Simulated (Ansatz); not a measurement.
PBE exchange is replaced step by step with exact exchange (0 % is PBE, 25 % PBE0; no dispersion term), basis def2-TZVP, Ansatz. System: the cluster ScAlN₂. Total charge 0; singlet. Geometry: PBE0-D4/def2-TZVP, each spin state at its own.

Geometry of the singlet:

Cartesian coordinates in Å:
```
Al 0.560 0.381 -0.938
Sc -0.615 -0.418 1.030
N -0.654 -0.880 -0.818
N 0.709 0.917 0.726
```

The structure comes from a short search, and lower isomers may exist.

```json
{"exact exchange (%)": "0", "HOMO (eV)": "-4.46", "LUMO (eV)": "-3.69", "gap (eV)": "0.76", "triplet − singlet (kJ/mol)": "12.4", "quintet − singlet (kJ/mol)": "160.0"}
{"exact exchange (%)": "5", "HOMO (eV)": "-4.67", "LUMO (eV)": "-3.55", "gap (eV)": "1.12", "triplet − singlet (kJ/mol)": "10.3", "quintet − singlet (kJ/mol)": "155.5"}
{"exact exchange (%)": "10", "HOMO (eV)": "-4.89", "LUMO (eV)": "-3.40", "gap (eV)": "1.49", "triplet − singlet (kJ/mol)": "8.2", "quintet − singlet (kJ/mol)": "150.9"}
{"exact exchange (%)": "15", "HOMO (eV)": "-5.11", "LUMO (eV)": "-3.26", "gap (eV)": "1.85", "triplet − singlet (kJ/mol)": "6.0", "quintet − singlet (kJ/mol)": "146.0"}
{"exact exchange (%)": "25", "HOMO (eV)": "-5.56", "LUMO (eV)": "-2.98", "gap (eV)": "2.58", "triplet − singlet (kJ/mol)": "1.2", "quintet − singlet (kJ/mol)": "135.7"}
{"exact exchange (%)": "50", "HOMO (eV)": "-6.60", "LUMO (eV)": "-2.27", "gap (eV)": "4.33", "triplet − singlet (kJ/mol)": "-12.3", "quintet − singlet (kJ/mol)": "105.3"}
```

(1) Fit a straight line to the column «quintet − singlet (kJ/mol)» against the share of exact exchange and predict its value at 35 %.

## Answers

(1) With x = exact exchange (%) and y = quintet − singlet (kJ/mol): mean x = 17.5, mean y = 142.2; Σ(x − x̄)(y − ȳ) = -1801, Σ(x − x̄)² = 1638; slope b = -1.1, intercept a = ȳ − b·x̄ = 161.4. The residuals of the fitted rows reach 1.8. At x = 35 the line gives 161.4 + (-1.1 × 35) = 122.9; the run gave 124.7, 1.8 more than the line.
